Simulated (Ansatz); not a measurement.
The same path of a periodic cell of 63 atoms, GaSi₆₂ (host Si, host structure diamond, dopant Ga, one Si atom removed), cell charge +1 was run twice with different band settings. Lost on the way: Si1–Ga2, Ga2–Si4, Ga2–Si16. Made: Ga2–Si3, Ga2–Si25, Ga2–Si47.

The calculation used DFT PBE, scalar-relativistic, plane waves, PAW (Ansatz 0.2.0). Settings: PAW set soft_1, cutoff 420 eV, k mesh 1x1x1, fermi-dirac smearing 0.02 eV, no spin polarisation.

Relaxed end points:

```xyz
63
Lattice="10.8600 0.0000 0.0000 0.0000 10.8600 0.0000 0.0000 0.0000 10.8600" Properties=species:S:1:pos:R:3
Si 5.426 -0.007 -0.077
Ga 6.776 1.346 1.373
Si 9.469 4.037 1.346
Si 8.226 -0.007 2.723
Si 9.528 1.356 4.094
Si -0.019 0.016 0.019
Si 1.366 1.357 1.358
Si 2.718 2.711 0.002
Si 4.052 4.095 1.359
Si 5.444 5.412 0.018
Si 6.791 6.791 1.358
Si 8.148 8.141 0.003
Si 9.525 9.482 1.359
Si 2.729 0.005 2.712
Si 4.095 1.369 4.053
Si 5.426 2.799 2.722
Si 6.790 4.093 4.098
Si 8.129 5.411 2.706
Si 9.524 6.780 4.065
Si 5.436 0.006 5.419
Si 6.791 1.356 6.784
Si 8.148 2.711 5.432
Si 9.497 4.066 6.796
Si 8.129 0.013 8.168
Si 9.463 1.379 9.544
Si -0.033 5.393 0.004
Si 1.350 6.779 1.359
Si 2.712 8.140 0.002
Si 4.093 9.521 1.349
Si -0.014 2.697 2.703
Si 1.351 4.092 4.067
Si 2.705 5.445 2.719
Si 4.083 6.800 4.067
Si 5.438 8.157 2.710
Si 6.799 9.521 4.055
Si 0.017 -0.002 5.444
Si 1.350 1.359 6.800
Si 2.713 2.714 5.437
Si 4.083 4.091 6.799
Si 5.430 5.445 5.445
Si 6.790 6.779 6.800
Si 8.146 8.140 5.437
Si 9.523 9.512 6.799
Si 2.705 -0.002 8.133
Si 4.056 1.355 9.482
Si 5.446 2.698 8.164
Si 6.805 4.034 9.542
Si 8.145 5.393 8.184
Si 9.500 6.778 9.510
Si 0.017 8.136 2.718
Si 1.374 9.508 4.070
Si -0.006 5.423 5.442
Si 1.361 6.788 6.789
Si 2.718 8.142 5.432
Si 4.079 9.509 6.775
Si -0.035 2.714 8.184
Si 1.353 4.064 9.513
Si 2.706 5.422 8.156
Si 4.084 6.780 9.484
Si 5.430 8.135 8.132
Si 6.790 9.479 9.485
Si -0.005 8.135 8.154
Si 1.349 9.512 9.487
```

```xyz
63
Lattice="10.8600 0.0000 0.0000 0.0000 10.8600 0.0000 0.0000 0.0000 10.8600" Properties=species:S:1:pos:R:3
Si 5.465 0.035 0.014
Ga 8.157 2.727 -0.012
Si 9.507 4.077 1.439
Si 8.131 0.035 2.680
Si 9.489 1.375 4.055
Si 0.021 -0.023 0.000
Si 1.358 1.358 1.357
Si 2.709 2.715 0.000
Si 4.090 4.059 1.340
Si 5.407 5.451 0.000
Si 6.788 6.788 1.357
Si 8.145 8.139 0.000
Si 9.489 9.520 1.340
Si 2.720 0.006 2.709
Si 4.107 1.358 4.038
Si 5.465 2.701 2.680
Si 6.805 4.059 4.055
Si 8.145 5.451 2.738
Si 9.505 6.797 4.089
Si 5.436 0.006 5.425
Si 6.788 1.358 6.787
Si 8.145 2.715 5.436
Si 9.496 4.066 6.801
Si 8.145 -0.023 8.124
Si 9.507 1.276 9.498
Si -0.021 5.409 0.010
Si 1.361 6.791 1.356
Si 2.724 8.154 0.000
Si 4.107 9.537 1.357
Si 0.021 2.715 2.738
Si 1.367 4.075 4.089
Si 2.722 5.420 2.735
Si 4.079 6.796 4.066
Si 5.436 8.150 2.709
Si 6.788 9.537 4.038
Si -0.010 -0.020 5.423
Si 1.361 1.359 6.784
Si 2.724 2.715 5.421
Si 4.056 4.075 6.778
Si 5.410 5.420 5.423
Si 6.789 6.791 6.784
Si 8.145 8.154 5.421
Si 9.505 9.486 6.778
Si 2.722 -0.020 8.155
Si 4.090 1.375 9.516
Si 5.407 2.715 8.124
Si 6.706 4.077 9.498
Si 8.135 5.409 8.166
Si 9.496 6.774 9.509
Si -0.010 8.152 2.735
Si 1.366 9.509 4.066
Si -0.007 5.423 5.445
Si 1.357 6.787 6.788
Si 2.713 8.143 5.432
Si 4.079 9.509 6.779
Si -0.021 2.705 8.166
Si 1.344 4.066 9.509
Si 2.700 5.423 8.152
Si 4.056 6.797 9.500
Si 5.410 8.152 8.155
Si 6.805 9.520 9.516
Si -0.007 8.130 8.152
Si 1.367 9.486 9.500
```

Common settings: climbing image yes; optimiser fire; end points relaxed.

| run | movable images | spring | start path | force threshold | iteration limit |
| --- | --- | --- | --- | --- | --- |
| 1 | 7 | 2.0 eV/Å² | straight line | 0.03 eV/Å | 53 |
| 2 | 3 | 0.1 eV/Å² | default | 0.05 eV/Å | 50 |

(1) What does each run give, and how far can it be trusted?

Results:

(1) Run 1: converged after 19 iterations, highest image 0.125 eV above the first end. By the program's own check the climbing image is a first-order saddle point (lowest curvatures found: -0.35 and 1.66 eV/Å²).
Run 2: converged after 11 iterations, highest image 0.125 eV above the first end. The order of the point at the top wasn't checked.
Limits of this set-up: coarse k mesh, no spin, though dangling bonds at a vacancy may carry it, a typed lattice constant that wasn't relaxed here, charged cell in a uniform background, uncorrected.
